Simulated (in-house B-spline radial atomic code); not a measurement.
## Ionising Hf with different functionals

Computed with a radial B-spline atomic code at the basis-set limit: scalar-relativistic (spin-free X2C) Hamiltonian, Fermi nucleus of rms radius 5.347 fm, spin-polarised at highest spin, spherical fractional occupations for the functionals, and exact exchange of hybrids averaged over the configuration. The ionisation energy is the difference of two self-consistent energies, [Xe] 4f14 5d2 6s2 → [Xe] 4f14 5d1 6s2, without Breit or QED terms; ε is the level of the shell that loses the electron (its least bound occupied spin orbital). There is no spin-orbit coupling in this Hamiltonian.

```tsv
method	rung	ΔSCF (eV)	-ε(5d) (eV)
PBE0	global hybrid	6.78	4.17
B3LYP	global hybrid	6.77	3.89
TPSSh	global hybrid	6.82	3.52
M06-2X	global hybrid	6.56	5.40
BHandHLYP	global hybrid	?	?
r2SCAN0	global hybrid	6.86	4.27
B97-1	global hybrid	6.68	3.87
HSE06	range-separated hybrid	6.78	3.76
wB97X	range-separated hybrid	6.45	6.17
CAM-B3LYP	range-separated hybrid	6.63	5.31
LC-wPBE	range-separated hybrid	?	?
```

(1) What does LC-wPBE give?

(2) What does BHandHLYP give?

(3) Among the functionals, which spreads more, the ΔSCF values or the orbital energies?

(4) How do they compare with the NIST value?

Answers

(1) ΔSCF 6.60 eV, and -ε(5d) = 6.63 eV.

(2) ΔSCF 6.51 eV, and -ε(5d) = 5.06 eV.

(3) The orbital energies: ΔSCF values span about 0.41 eV and the orbital energies 3.11 eV; here energy differences depend much less on the functional than eigenvalues do.

(4) NIST lists 6.825 eV (measured, ground level to ground level). Errors run from -0.38 to +0.04 eV; TPSSh is closest (-0.00 eV), but part of that can be cancellation, since the calculations leave out spin-orbit coupling, Breit-QED terms, multiplet and fine-structure energies.
